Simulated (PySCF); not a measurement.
## Si²⁺: excitation energy

Si²⁺ [Ne] 3s2 (1S) → Si²⁺ [Ne] 3s1 3d1 (3D), as a difference of total energies. Calculation: PySCF 2.14, in aug-cc-pV(T+d)Z; no relativity, point nucleus. Correlated levels: valence: [Ne] frozen. The calculations carry no spin-orbit coupling.

```csv
method,excitation energy (cm⁻¹)
UHF,133920
LDA,134210
PBE,131900
PBE0,133630
r2SCAN,130730
PW91,132050
M06-L,134290
wB97M-V,139070
LC-wPBE,135910
MP2 (valence),139690
SCS-MP2 (valence),141880
```

The promoted electron is Rydberg-like, and one or two diffuse shells describe it only roughly, which tends to raise the upper state.
